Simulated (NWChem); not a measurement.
System: C4H4ClF; SMILES CC(F)=C=CCl

The following NWChem deck was run.

```
start job
memory heap 200 mb stack 900 mb global 1100 mb
geometry units angstroms noautosym nocenter noautoz
  C      1.210778     2.233155     0.198332
  C     -0.008955     1.399628    -0.025935
  F     -1.158829     2.080010     0.215834
  C     -0.057155     0.150676    -0.419991
  C     -0.071172    -1.090525    -0.807342
  Cl    -0.038779    -2.462152     0.308768
  H      2.117899     1.655189     0.009602
  H      1.198457     3.107917    -0.463317
  H      1.228804     2.600227     1.231634
  H     -0.105500    -1.416581    -1.841932
end
basis spherical
  * library def2-svp
end
dft
  xc pbe0
  iterations 150
end
property
  efieldgrad
end
task dft property
```

All runs use the structure optimised with B3LYP/6-31G* (spherical d).

Vzz is the largest principal value of the second derivative of the potential at the nucleus (NWChem prints the opposite sign); η is the asymmetry. Non-relativistic.

Atoms are numbered as in the input.

### Question
Predict the main results of this run. (PBE0/def2-SVP.) Quantities: Vzz Cl6 (a.u.); η Cl6.

### Answer
```
Quantity        Value
--------------  -----
Vzz Cl6 (a.u.)  3.621
η Cl6            0.13
```
